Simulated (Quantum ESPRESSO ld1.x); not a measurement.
The run below uses ld1.x (Quantum ESPRESSO 7.5).

```
 &input
    zed=34.0,
    iswitch=1,
    rel=2,
    dft='PBE',
    config='[Ar] 3d10 4s2 4p1',
    rel_dist='energy',
    verbosity='high',
    lsmall=.true.,
    prefix='ld1',
    max_out_wfc=37,
    file_charge='ld1.rho',
 /
```

Command: `OMP_NUM_THREADS=1 ld1.x < ld1.in > ld1.out`

Output (excerpt):

```
     Program LD1 v.7.5 starts

     --------------------------- All-electron run ----------------------------

     dirac relativistic calculation

     atomic number is 34.00
     dft =PBE   lsd =0 sic =0 latt =0  beta=0.20 tr2=1.0E-14
     Exchange-correlation= PBE
                           (   1   4   3   4   0   0   0)
     mesh =2017 r(mesh) =  99.64755 a.u. xmin = -8.00 dx = 0.00800
     1 Ry =  13.60569312 eV, c = 137.03599908

     n l j   nl                  e(Ry)          e(Ha)          e(eV)
     Spin orbit split results
     1 0 0.5 1S 1( 2.00)    -921.536308353    -460.768154176 -12538.1402131
     2 0 0.5 2S 1( 2.00)    -120.766249030     -60.383124515  -1643.1085239
     2 1 0.5 2P 1( 2.00)    -108.618755395     -54.309377698  -1477.8334533
     2 1 1.5 2P 1( 4.00)    -105.548713034     -52.774356517  -1436.0633991
     3 0 0.5 3S 1( 2.00)     -18.357364655      -9.178682328   -249.7646700
     3 1 0.5 3P 1( 2.00)     -14.201327336      -7.100663668   -193.2189017
     3 1 1.5 3P 1( 4.00)     -13.769065789      -6.884532895   -187.3376837
     3 2 1.5 3D 1( 4.00)      -6.604234886      -3.302117443    -89.8551932
     3 2 2.5 3D 1( 6.00)      -6.538048085      -3.269024042    -88.9546759
     4 0 0.5 4S 1( 2.00)      -3.620030922      -1.810015461    -49.2530298
     4 1 0.5 4P 1( 1.00)      -2.701544158      -1.350772079    -36.7563808
     4 1 1.5 4P 1( 0.00)      -2.658089105      -1.329044553    -36.1651447
     Averaged results
     1 0     1S 1( 2.00)    -921.536308353    -460.768154176 -12538.1402131
     2 0     2S 1( 2.00)    -120.766249030     -60.383124515  -1643.1085239
     2 1     2P 1( 6.00)    -106.572060488     -53.286030244  -1449.9867505
     3 0     3S 1( 2.00)     -18.357364655      -9.178682328   -249.7646700
     3 1     3P 1( 6.00)     -13.913152971      -6.956576486   -189.2980897
     3 2     3D 1(10.00)      -6.564522806      -3.282261403    -89.3148828
     4 0     4S 1( 2.00)      -3.620030922      -1.810015461    -49.2530298
     4 1     4P 1( 1.00)      -2.672574123      -1.336287061    -36.3622234

     final scf error:  2.2E-15 reached in  34 iterations

     Etot =   -4855.690313 Ry,   -2427.845156 Ha,  -66065.032297 eV

     Ekin =    4972.412061 Ry,    2486.206031 Ha,   67653.112588 eV
     Encl =  -11642.508377 Ry,   -5821.254188 Ha, -158404.396154 eV
     Eh   =    1988.199707 Ry,     994.099853 Ha,   27050.835079 eV
     Exc  =    -173.793704 Ry,     -86.896852 Ha,   -2364.583809 eV
```

Run on one thread of a shared host, so times are rough (Intel(R) Xeon(R) Processor @ 2.60GHz): 0.77 s of CPU time, 0.85 s wall, 34 iterations on 2017 mesh points.
